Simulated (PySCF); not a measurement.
## Ga⁺ (gallium, charge +1): UHF calculation

Configuration: [Ar] 3d10 4s2, closed-shell 1S. Calculation: PySCF 2.14, in 6-31G* (5s4p3d, 32 functions); no relativity, point nucleus.

- Total energy: -1922.738789 hartree
- One-electron energy: -2674.2923 hartree
- Hartree (Coulomb) energy: 824.8224 hartree
- Exchange energy: -73.2689 hartree
- Kinetic energy: 1922.01202 hartree
- ⟨S²⟩: 0.0000
- ⟨L²⟩: 0.000
- Sum of ⟨r⟩: 19.72 bohr
- Sum of ⟨r²⟩: 25.32 bohr²
- Density at the nucleus (Gaussians lack the cusp): 19200 bohr⁻³
- Langevin diamagnetic susceptibility: -20.1 ×10⁻⁶ cm³/mol
- Time after the integrals: 0.14 s of wall time on 1 thread of Neoverse-N1 (shared host)

```tsv
shell	electrons	mean orbital energy (eV)	rms radius, mean of both spins (bohr)
1s	2	-10317.1	0.0572
2s	2	-1320.4	0.239
2p	6	-1166.0	0.212
3s	2	-183.09	0.709
3p	6	-131.00	0.742
3d	10	-40.866	0.895
4s	2	-18.800	2.51
```
